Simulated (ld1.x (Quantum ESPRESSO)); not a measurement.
**Cutoff test, magnesium, TM**

- Element: magnesium
- Generator: ld1.x (Quantum ESPRESSO) 7.5
- Type: norm-conserving Troullier–Martins (Kleinman–Bylander form)
- Functional: PW91
- Relativity: scalar-relativistic
- Frozen core: [He]
- Valence charge: 10
- Reference configuration: 2s2 2p6 3s0 3p0 (charge +2)
- Partial waves: 2s (bound): rc 0.55 bohr; 2p (bound): rc 0.55 bohr; 3d channel at 0.1 Ry: rc 0.50 bohr
- Local potential: all-electron potential smoothed inside 0.45 bohr (lloc = -2)
- Core correction: none

The pseudo-atom Hamiltonian at the reference potential is diagonalised in spherical Bessel functions j_l(qr) that vanish at 20 bohr, with q² up to the cutoff. All-electron valence levels (Ry): 2s -7.3538, 3s -1.3586, 2p -4.9148, 3p -0.9507.

Task: How do the lowest levels (Ry) of each channel move with the cutoff, and are there ghosts?

Result:

```json
{"cutoff (Ry)": "8", "s #1": "-5.8300", "s #2": "-1.1459", "p #1": "-1.7303", "p #2": "-0.5453", "p #3": "-0.2865", "d #1": "-0.5042", "f #1": "-0.2503", "Σ f·Δε (mRy)": "22157.2"}
{"cutoff (Ry)": "15", "s #1": "-6.6625", "s #2": "-1.2695", "p #1": "-2.1689", "p #2": "-0.6227", "p #3": "-0.3172", "d #1": "-0.5084", "f #1": "-0.2503", "Σ f·Δε (mRy)": "17860.1"}
{"cutoff (Ry)": "25", "s #1": "-6.9236", "s #2": "-1.3163", "p #1": "-2.6157", "p #2": "-0.6891", "p #3": "-0.3401", "d #1": "-0.5110", "f #1": "-0.2503", "Σ f·Δε (mRy)": "14657.1"}
{"cutoff (Ry)": "35", "s #1": "-6.9356", "s #2": "-1.3209", "p #1": "-2.9726", "p #2": "-0.7409", "p #3": "-0.3562", "d #1": "-0.5120", "f #1": "-0.2503", "Σ f·Δε (mRy)": "12492.0"}
{"cutoff (Ry)": "50", "s #1": "-6.9782", "s #2": "-1.3240", "p #1": "-3.3580", "p #2": "-0.7901", "p #3": "-0.3702", "d #1": "-0.5125", "f #1": "-0.2503", "Σ f·Δε (mRy)": "10094.6"}
{"cutoff (Ry)": "70", "s #1": "-7.0878", "s #2": "-1.3336", "p #1": "-3.7476", "p #2": "-0.8351", "p #3": "-0.3820", "d #1": "-0.5128", "f #1": "-0.2503", "Σ f·Δε (mRy)": "7537.7"}
{"cutoff (Ry)": "100", "s #1": "-7.2286", "s #2": "-1.3475", "p #1": "-4.1844", "p #2": "-0.8815", "p #3": "-0.3936", "d #1": "-0.5129", "f #1": "-0.2503", "Σ f·Δε (mRy)": "4634.9"}
{"cutoff (Ry)": "140", "s #1": "-7.3219", "s #2": "-1.3567", "p #1": "-4.5089", "p #2": "-0.9133", "p #3": "-0.4011", "d #1": "-0.5130", "f #1": "-0.2503", "Σ f·Δε (mRy)": "2501.3"}
{"cutoff (Ry)": "180", "s #1": "-7.3440", "s #2": "-1.3589", "p #1": "-4.7092", "p #2": "-0.9320", "p #3": "-0.4054", "d #1": "-0.5130", "f #1": "-0.2503", "Σ f·Δε (mRy)": "1255.6"}
{"cutoff (Ry)": "260", "s #1": "-7.3467", "s #2": "-1.3592", "p #1": "-4.8793", "p #2": "-0.9472", "p #3": "-0.4088", "d #1": "-0.5130", "f #1": "-0.2503", "Σ f·Δε (mRy)": "229.6"}
{"cutoff (Ry)": "400", "s #1": "-7.3540", "s #2": "-1.3600", "p #1": "-4.9151", "p #2": "-0.9504", "p #3": "-0.4095", "d #1": "-0.5130", "f #1": "-0.2503", "Σ f·Δε (mRy)": "0.0"}
```

Result: no extra level below or beside the all-electron valence levels (s, p, d, f tested); 10 mRy is reached at over 300 Ry and 1 mRy at over 300 Ry.
